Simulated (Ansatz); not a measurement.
Reaction (formal exchange of groups at the Si–C bond): `O[SiH](O)/C=[CH]\[GeH3]` + `C[SiH](F)F` → `O[SiH](O)C[SiH](F)F` + `C=[CH][GeH3]`

Computed with Ansatz on PBE0-D4/def2-TZVP structures; ΔE is electronic, products minus reactants. CCSD(T)/CBS adds triple-zeta CCSD(T) − MP2 to the extrapolated MP2 energy (def2 sets, frozen cores). DFT in def2-TZVPP. B3LYP here is the variant with VWN-RPA as its local correlation; programs differ in this. For Ge outer-core shells are correlated without core-valence functions, which leaves a few kJ/mol of doubt a bond. Scalar relativity is left out up to krypton. Each species was taken in one conformer, which may not be the lowest.

Task: Is it downhill or uphill in electronic energy at CCSD(T)/CBS, and by how much? (Best estimate.)

Result: Computed: Downhill: ΔE = -0.17 eV.

Task: What do these levels give: ωB97X-V, B3LYP, MP2/def2-TZVPP, CCSD/def2-TZVPP, MP2/def2-QZVPP, HF/CBS(def2)? (Best estimate.)

Result: The calculation gave: ωB97X-V -0.17, B3LYP -0.13, MP2/def2-TZVPP -0.15, CCSD/def2-TZVPP -0.16, MP2/def2-QZVPP -0.16, HF/CBS(def2) -0.14 eV.

Largest T1 diagnostic among the species: 0.012.
